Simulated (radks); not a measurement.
Charge is removed step by step from the 3p3/2 level of the argon ion Ar3+, starting from [Ne] 3s2 3p(1/2: 2, 3/2: 1). All-electron calculation, Dirac Kohn-Sham, BLYP, spin-unpolarised, spherical densities, point nucleus. Program: a radial shooting solver on a logarithmic mesh with Libxc functionals.

removed (e)  E - E(0) (eV)  eigenvalue (eV)  E minus straight line (eV)
0                    0.000          -49.686                       0.000
0.1                  5.044          -51.198                      -0.695
0.2                 10.240          -52.721                      -1.238
0.3                 15.589          -54.253                      -1.629
0.4                 21.091          -55.796                      -1.865
0.5                 26.748          -57.349                      -1.947
0.6                 32.561          -58.912                      -1.873
0.7                 38.531          -60.485                      -1.643
0.8                 44.659          -62.068                      -1.254
0.9                 50.945          -63.661                      -0.707
1                   57.391          -65.262                       0.000

Removing the whole electron costs 57.391 eV by Delta-SCF, against 49.686 eV from minus the eigenvalue at the starting occupation. Slater's transition state (half an electron removed) gives 57.349 eV. Integrating minus the eigenvalue over the occupation (Janak's theorem) gives 57.391 eV. The mean slope of the eigenvalue, de/dn, is 15.6 eV per electron. Ionisation energy of Ar3+ in the NIST Atomic Spectra Database: 59.6 eV (semi-empirical).

Beside tabulated values, note that spin-unpolarised runs miss the spin-polarisation part of the exchange energy of open shells.
